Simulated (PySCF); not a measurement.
Job file and geometry (Å, from GFN2-xTB) of an NMR shielding run on SMILES CNB(N)NC(=O)CC=O, C4H10BN3O2, GIAO PBE0/pcSseg-1 NMR shielding, non-relativistic, gas phase (PySCF 2.14.0, density-fitted response routines); density fitting, a coarse starting grid and PySCF grid level 2 are the driver's defaults:

```
$ OMP_NUM_THREADS=1 python probes_run.py task.json out

{"job": {"kind": "nmr", "xc": "PBE0", "basis": "pcSseg-1"}, "charge": 0, "multiplicity": 1}
C      3.253409     0.824054    -0.331525
N      1.811201     0.824391    -0.295619
B      0.936744    -0.268769    -0.427727
N      1.321988    -1.586710    -0.666061
N     -0.500320     0.040948    -0.314955
C     -1.522888    -0.820775    -0.341116
O     -1.451568    -2.021263    -0.486960
C     -2.916080    -0.140395    -0.184101
C     -2.915455     0.665431     1.066696
O     -2.321743     1.706731     1.199608
H      3.609766    -0.156457    -0.636618
H      3.625649     1.563404    -1.046880
H      3.675982     1.055380     0.652446
H      1.430404     1.733887    -0.088246
H      2.266655    -1.910966    -0.746136
H      0.623188    -2.306498    -0.736758
H     -0.753510     1.001123    -0.120510
H     -3.037114     0.507876    -1.053532
H     -3.676948    -0.917222    -0.177526
H     -3.464511     0.216509     1.913093
```

Q: Write the output of this run.

A: 
```
coarse grid: 16992 points
cycle   1  E = -497.1766280033  dE =  1.691e+00  |g| = 1.157e+00  |ddm| = 3.903e+00
cycle   2  E = -496.4032619077  dE =  7.734e-01  |g| = 2.317e+00  |ddm| = 2.790e+00
cycle   3  E = -497.4240834823  dE = -1.021e+00  |g| = 2.761e-01  |ddm| = 2.140e+00
cycle   4  E = -497.4391432891  dE = -1.506e-02  |g| = 9.641e-02  |ddm| = 2.570e-01
cycle   5  E = -497.4406883960  dE = -1.545e-03  |g| = 3.838e-02  |ddm| = 8.087e-02
cycle   6  E = -497.4409685257  dE = -2.801e-04  |g| = 1.245e-02  |ddm| = 3.435e-02
cycle   7  E = -497.4409954284  dE = -2.690e-05  |g| = 3.618e-03  |ddm| = 9.932e-03
cycle   8  E = -497.4409978569  dE = -2.428e-06  |g| = 7.642e-04  |ddm| = 2.815e-03
final grid: 165152 points
cycle   9  E = -497.5112065512  dE = -2.873e-05  |g| = 1.597e-02  |ddm| = 3.148e-02
cycle  10  E = -497.5110879446  dE =  1.186e-04  |g| = 2.985e-02  |ddm| = 2.920e-02
cycle  11  E = -497.5112544365  dE = -1.665e-04  |g| = 3.233e-03  |ddm| = 2.074e-02
cycle  12  E = -497.5112564954  dE = -2.059e-06  |g| = 2.705e-04  |ddm| = 2.222e-03
cycle  13  E = -497.5112565069  dE = -1.149e-08  |g| = 1.532e-04  |ddm| = 2.864e-04
cycle  14  E = -497.5112565117  dE = -4.808e-09  |g| = 3.695e-05  |ddm| = 1.161e-04
cycle  15  E = -497.5112565119  dE = -1.934e-10  |g| = 2.071e-05  |ddm| = 3.576e-05
converged SCF energy = -497.5112565119

GIAO shielding tensors (ppm)
atom      isotropic    diamagn.    paramagn.     s11        s22        s33       span
  0 C      156.780     240.237     -83.457    132.215    152.540    185.586     53.371
  1 N      211.168     326.532    -115.365    179.536    206.285    247.683     68.146
  2 B       81.745     198.811    -117.066     49.561     92.212    103.461     53.900
  3 N      215.410     320.494    -105.085    175.753    232.075    238.401     62.648
  4 N      125.292     335.075    -209.783      3.067    183.768    189.040    185.973
  5 C       20.625     246.536    -225.911    -70.246     46.122     85.997    156.243
  6 O      -95.223     402.718    -497.941   -395.918   -181.943    292.191    688.110
  7 C      127.741     256.789    -129.048    103.401    128.158    151.663     48.262
  8 C      -21.468     248.111    -269.579   -114.425    -52.326    102.346    216.771
  9 O     -358.329     405.317    -763.646   -994.333   -440.566    359.912   1354.245
 10 H       29.114      28.973       0.141     24.252     29.235     33.854      9.602
 11 H       28.895      26.403       2.492     23.668     26.854     36.164     12.495
 12 H       28.840      27.352       1.488     23.490     26.780     36.250     12.760
 13 H       30.519      37.247      -6.728     21.261     31.899     38.398     17.137
 14 H       29.756      32.855      -3.099     22.800     28.251     38.217     15.417
 15 H       26.826      34.563      -7.737     17.082     26.446     36.950     19.868
 16 H       25.587      38.915     -13.329     18.550     27.622     30.587     12.037
 17 H       28.466      30.393      -1.927     26.014     27.252     32.131      6.117
 18 H       28.209      30.061      -1.852     26.187     27.294     31.146      4.959
 19 H       21.455      27.032      -5.576     19.255     20.614     24.497      5.243
```

Size and cost of the density-fitted run: 220 basis functions, 2.6 min wall time (2 min CPU) on 1 thread of an AMD EPYC, shared host; peak memory 0.96 GiB.
